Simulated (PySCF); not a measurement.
**Where the electron goes**

Species: (FAlNH)3 ring, Al₃F₃H₃N₃.
Geometry (PBE0-D3(BJ)/def2-SVP, Å), atoms numbered from 1 in this order:
```xyz
12
Al3F3H3N3 angstrom
Al    -0.2620   -1.6453   -0.7069
F     -0.5112   -3.1614   -1.3432
N      1.3748   -0.9743   -0.5162
Al     1.6900    0.6269    0.1931
F      3.2373    1.1988    0.4104
N      0.2722    1.5882    0.6737
Al    -1.4000    1.0005    0.5184
F     -2.6949    1.9224    1.0081
N     -1.6186   -0.6219   -0.1789
H      2.1662   -1.5435   -0.8064
H      0.4263    2.5095    1.0763
H     -2.5646   -0.9826   -0.2774
```

Computed with PySCF 2.14.0, density-fitted response routines, TDDFT CAM-B3LYP/def2-SVPD, vertical, gas phase, core orbitals frozen in the response.

Frontier orbitals with the atoms that hold most of them (Löwdin shares over 4%, at most four atoms):

```tsv
orbital	ε (eV)	atoms
HOMO-3	-11.26	N6 20%, N9 20%, N3 20%, Al7 7%
HOMO-2	-10.54	N3 21%, N9 21%, N6 21%, Al1 9%
HOMO-1	-9.47	N3 46%, N9 25%, Al1 7%, Al4 6%
HOMO	-9.47	N6 46%, N9 25%, Al7 7%, Al4 6%
LUMO	-0.76	Al1 26%, Al7 26%, Al4 26%
LUMO+1	0.49	Al7 43%, Al4 24%, Al1 6%, F8 5%
LUMO+2	0.49	Al1 43%, Al4 24%, Al7 6%, F2 5%
```

Within 0.005 eV of a neighbour in this list lie HOMO-1/HOMO and LUMO+1/LUMO+2.

Q: How does S1 compare with the orbital gap of 8.71 eV?

A: S1 is at 5.63 eV (f = 0.0000), 3.09 eV below the gap, made of HOMO-1/HOMO→LUMO (≥88%). S1/S2 lie within about 0.01 eV of each other. Without the coupling terms of the response equations the lowest excitation would equal the gap.

Next come S2 at 5.63 eV (f 0.0000), HOMO-1/HOMO→LUMO (≥88%); S3 at 6.68 eV (f 0.261), HOMO-2→LUMO (65%), HOMO-1/HOMO→LUMO+1/LUMO+2 (≥30%); S4 at 7.08 eV (f 0.0000), HOMO-1/HOMO→LUMO+1/LUMO+2 (≥84%); S5 at 7.23 eV (f 0.0000), HOMO-1/HOMO→LUMO+4 (≥36%), HOMO-1/HOMO→LUMO+3 (≥21%).

Orbitals of the list HOMO-3 to LUMO+2 that lie within 0.01 eV of each other are written together with a slash and their weights summed (≥ marks a lower bound); for degenerate orbitals outside that list single weights are arbitrary.

Löwdin shares depend on the basis, the more so with diffuse functions.

One conformer stands for the species.
